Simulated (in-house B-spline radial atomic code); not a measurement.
Results of a calculation; reference values are marked as such.
## Correlation energy from the adiabatic connection: −Z exp(−kr)/r, Z = 3.35, k = 1.32

Two electrons in a singlet, external potential −Z exp(−kr)/r, Z = 3.35, k = 1.32 (atomic units). Full CI in B-splines (partial waves to l = 8, correlation up to 0.6 % small) with the density held fixed gives W(λ) = <V_ee>_λ − U, and E_c is the integral of W(λ) − W(0) from 0 to 1.

```csv
λ,W(λ) − W(0) (hartree)
0,0.00000
0.02,-0.00200
0.05,-0.00499
0.12,-0.01184
0.25,-0.02420
0.4,-0.03790
0.6,-0.05526
0.8,-0.07169
1,-0.08723
```

(1) Integrate the table by the trapezoid rule.

(2) Now use only three numbers: W(0) = -1.5883, the initial slope W'(0) = -0.1005 (extrapolated from the first points) and the strong-coupling limit of the point-charge-plus-continuum model, W∞ = -2.2806. What do second-order theory and the interpolation W(λ) = W∞ + (W(0) − W∞)/√(1 + 2χλ) of Seidl, Perdew and Levy give?

Answers

(1) The strips give -0.00002, -0.00010, -0.00059, -0.00234, -0.00466, -0.00932, -0.01270, -0.01589, which sum to -0.04562 hartree. The direct value, W(1) − W(0) + T_c with T_c = 0.04156, is -0.04568; the curve is convex, so chords lie above it and the trapezoids fall short in size by 0.13 %.

(2) Second order keeps the slope alone: E_c = W'(0)/2 = -0.05025, +10 % in size against -0.04568. Matching the slope fixes χ = W'(0)/(W∞ − W(0)) = -0.1005/(-0.69230) = 0.14517. Integrating, with s = √(1 + 2χ) = 1.135930, E_c = −(W(0) − W∞)(s − 1)/(s + 1) = −0.69230 × 0.135930/2.135930 = -0.04406 hartree, -3.5 % in size against the full result. At λ = 1 the formula gives W − W(0) = -0.08284 against -0.08723. Part of the miss can come from the model's W∞.
